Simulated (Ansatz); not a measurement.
Stepwise reaction of `[GeH3][SiH2][GeH3]` with hydrogen sulfide, as a gas-phase model of exchange steps in deposition or etching. ΔE in kJ/mol; ΔG adds harmonic PBE0-D4 terms to CCSD(T)/CBS, at 1 bar.

Computed with Ansatz on PBE0-D4/def2-TZVP structures; ΔE is electronic, products minus reactants. CCSD(T)/CBS adds triple-zeta CCSD(T) − MP2 to the extrapolated MP2 energy (def2 sets, frozen cores). This one scheme is used for every species. Functionals use def2-TZVPP. B3LYP here is the variant with VWN-RPA as its local correlation; programs differ in this. For Ge outer-core shells are correlated without core-valence functions, which leaves a few kJ/mol of doubt a bond. Scalar relativity is left out up to krypton. Each species was taken in one conformer, which may not be the lowest.

```csv
step,reaction,PBE-D4,B3LYP-D4,ωB97M-V,CCSD(T)/CBS,ΔG(500 K)
1,`[GeH3][SiH2][GeH3]` + H₂S → `S[SiH2][GeH3]` + GeH₄,-27.7,-32.2,-34.6,-31.2,-24.1
```

(1) Give the row of step 2, `S[SiH2][GeH3]` + H₂S → `S[SiH2]S` + GeH₄. (Best estimate.)

(2) By hand: ΔE of the 2 steps together at CCSD(T)/CBS.

Answers

(1) Computed: 
```json
{"step": "2", "reaction": "`S[SiH2][GeH3]` + H₂S → `S[SiH2]S` + GeH₄", "PBE-D4": "-37.1", "B3LYP-D4": "-41.1", "ωB97M-V": "-45.0", "CCSD(T)/CBS": "-41.8", "ΔG(500 K)": "-32.1"}
```

(2) (-31.2) + (-41.8) = -73.0 kJ/mol, or -36.5 kJ/mol a step.

In ΔE each step is lower than the one before. All are downhill at CCSD(T)/CBS. ΔG lies between -32.1 and -24.1 kJ/mol a step. PBE-D4 differs from CCSD(T)/CBS by 3.5 to 4.7 kJ/mol a step. Isolated molecules leave out the surface, adducts and barriers. Largest T1 diagnostic: 0.012.
